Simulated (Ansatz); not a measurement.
System: C2H6Cl2Sn (charge 0, singlet). 
Geometry from a B3LYP-D3(BJ)/def2-TZVP (Ansatz, a quantum-chemistry and plane-wave program) optimisation:
```
Sn
C 1 2.1400
H 2 1.0874 1 107.95
H 2 1.0883 3 109.95 1 119.21
H 2 1.0883 3 109.95 4 121.58
C 1 2.1400 2 122.14 3 -180.00
H 6 1.0874 1 107.95 2 180.00
H 6 1.0883 7 109.95 1 119.21
H 6 1.0883 7 109.95 8 121.58
Cl 1 2.3570 2 106.92 3 56.60
Cl 1 2.3570 2 106.92 3 -56.60
```
Charge 0, spin multiplicity 1.

Total electronic energies in hartree. Valence correlation only, unless marked. No spin-orbit coupling. The frozen core is the preceding noble-gas configuration, with the filled d and f shells of earlier blocks. Past Kr the def2 sets carry scalar-relativistic core potentials. STO-3G rows are all-electron and non-relativistic. Basis-set limits of correlation are two-point, X^-3; Hartree-Fock from the larger set.

```
level                                        program  energy (Eh)
------------------------------------  --------------  -----------
HF/STO-3G                                     Ansatz  -6950.96331
PBE/def2-TZVPD                                Ansatz  -1214.19460
PBE0-D3(BJ)/def2-TZVP                 Ansatz + dftd3  -1214.30367
PBE0-D4/def2-TZVPD                    Ansatz + dftd4  -1214.30475
HSE06-D3(BJ)/def2-TZVPD               Ansatz + dftd3  -1214.28193
CAM-B3LYP/def2-TZVPD                          Ansatz          ___
LC-wPBE-D3(BJ)/def2-TZVPD             Ansatz + dftd3  -1214.44033
B2GP-PLYP/def2-TZVPD                          Ansatz          ___
MP2/CBS(def2-TZVPPD,def2-QZVPPD)              Ansatz   -1212.7373
SCS-MP2/def2-SVP                              Ansatz  -1211.96024
CCSD/def2-QZVPPD                              Ansatz  -1212.74389
CCSD/CBS(def2-TZVPP,def2-QZVPP)               Ansatz   -1212.7886
CCSD(T)/def2-TZVPP                            Ansatz  -1212.68585
CCSD(T)/def2-TZVPPD                           Ansatz  -1212.69296
CCSD(T)/CBS(def2-TZVPPD,def2-QZVPPD)          Ansatz   -1212.8330
```

Task: Some entries are withheld; supply them.

Result: 
- CAM-B3LYP/def2-TZVPD, energy (Eh): -1214.65319
- B2GP-PLYP/def2-TZVPD, energy (Eh): -1213.88940
